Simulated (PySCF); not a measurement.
**TDDFT excited states: C8H18F2N2W**

Species: W(NtBu)2F2, C8H18F2N2W (singlet state).
Bonds: W1–N2, W1–N16, W1–F30, W1–F31, N2–C3, C3–C4, C3–C5, C3–C6, N16–C17, C17–C18, C17–C19, C17–C20. Hydrogens: H7, H8, H9 on C4; H10, H11, H12 on C5; H13, H14, H15 on C6; H21, H22, H23 on C18; H24, H25, H26 on C19; H27, H28, H29 on C20.

The calculation used PySCF 2.14.0, density-fitted response routines, TDDFT CAM-B3LYP/def2-SVPD, vertical, gas phase, core orbitals frozen in the response, def2 core potentials past Kr. Geometry: PBE0-D3(BJ)/def2-SVP; no solvent, vibrations or thermal averaging. Spin–orbit coupling is left out. The geometry optimisation had not met its thresholds, so the values belong to a structure short of the stationary point.

Predict the UV-vis stick spectrum at this level.

```json
{"state": "S1", "E (eV)": "4.58", "ν̃ (cm⁻¹)": "36980", "f": "0.030", "main configurations (H = HOMO, L = LUMO)": "H→L (84%)"}
{"state": "S2", "E (eV)": "4.82", "ν̃ (cm⁻¹)": "38850", "f": "0.0003", "main configurations (H = HOMO, L = LUMO)": "H-1→L (47%), H→L+2 (46%)"}
{"state": "S3", "E (eV)": "4.98", "ν̃ (cm⁻¹)": "40190", "f": "0.0088", "main configurations (H = HOMO, L = LUMO)": "H→L+2 (48%), H-1→L (46%)"}
{"state": "S4", "E (eV)": "5.41", "ν̃ (cm⁻¹)": "43640", "f": "0.014", "main configurations (H = HOMO, L = LUMO)": "H→L+1 (59%), H-1→L+2 (22%), H→L+4 (9%)"}
{"state": "S5", "E (eV)": "5.44", "ν̃ (cm⁻¹)": "43900", "f": "0.0001", "main configurations (H = HOMO, L = LUMO)": "H-2→L (89%)"}
{"state": "S6", "E (eV)": "5.49", "ν̃ (cm⁻¹)": "44250", "f": "0.0002", "main configurations (H = HOMO, L = LUMO)": "H→L+3 (81%), H-3→L+2 (9%)"}
{"state": "S7", "E (eV)": "5.93", "ν̃ (cm⁻¹)": "47840", "f": "0.0002", "main configurations (H = HOMO, L = LUMO)": "H-3→L (52%), H-1→L+3 (20%), H-2→L+2 (12%)"}
{"state": "S8", "E (eV)": "6.02", "ν̃ (cm⁻¹)": "48550", "f": "0.0088", "main configurations (H = HOMO, L = LUMO)": "H-1→L+1 (76%), H-1→L+4 (12%)"}
{"state": "S9", "E (eV)": "6.19", "ν̃ (cm⁻¹)": "49910", "f": "0.181", "main configurations (H = HOMO, L = LUMO)": "H-1→L+2 (56%), H→L+1 (18%), H→L (9%)"}
{"state": "S10", "E (eV)": "6.27", "ν̃ (cm⁻¹)": "50580", "f": "0.0044", "main configurations (H = HOMO, L = LUMO)": "H→L+5 (52%), H-2→L+2 (14%), H→L+6 (12%)"}
```

Triplets (Tamm–Dancoff): T1 4.00 eV, H→L (85%); T2 4.48 eV, H→L+2 (58%), H-1→L (32%); T3 4.73 eV, H-1→L (37%), H-1→L+2 (27%), H→L+2 (22%); T4 4.76 eV, H-1→L+2 (48%), H-1→L (22%), H→L+2 (12%).

The lowest singlet lies at 4.58 eV (270 nm, ultraviolet) and is weak; its leading configuration is HOMO→LUMO (84%). The strongest level in the table is S9 at 6.19 eV (200 nm, f = 0.181). For S1 the Löwdin share of tungsten is 12% in HOMO and 60% in LUMO (ligand-to-metal charge transfer by this measure); for S9 the Löwdin share of tungsten is 16% in HOMO-1 and 51% in LUMO+2. The listed states span 1.69 eV, and the widest gap between neighbours is 0.45 eV (S6 to S7). Of the 10 states listed, 3 reach f = 0.01 and 4 stay under 0.0005. Orbital energies (eV): HOMO-3 -10.06, HOMO-2 -9.69, HOMO-1 -9.05, HOMO -8.48, LUMO -0.18, LUMO+1 0.43, LUMO+2 0.59. Singlets were solved by full linear response, triplets in the Tamm–Dancoff approximation.
